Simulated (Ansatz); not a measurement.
Frontier orbitals of `O=COC[SiH2]Cl`.

Total charge 0; spin multiplicity 1. Geometry: relaxed with PBE0-D4/def2-TZVP. It is one conformer, not always the lowest. Basis def2-TZVPP, the Gaussian-basis code of Ansatz.

Orbital energies of one run (eV). Highest occupied ones, from the top: -10.85, -11.08, -11.52, -12.09, -12.99, -13.37, -13.49, -13.81, -15.09, -15.98, -16.57, -17.93, -18.31, -20.01. Empty: 2.19, 2.31, 2.70, 3.14, 3.71, 4.11.

(1) Which functional gave them?
A. PBE0
B. BHLYP
C. ωB97X-V
D. r2SCANh

## Answers

(1) C. HOMO energies: ωB97X-V -10.85, PBE0 -8.48, r2SCANh -7.85, BHLYP -9.78 eV.
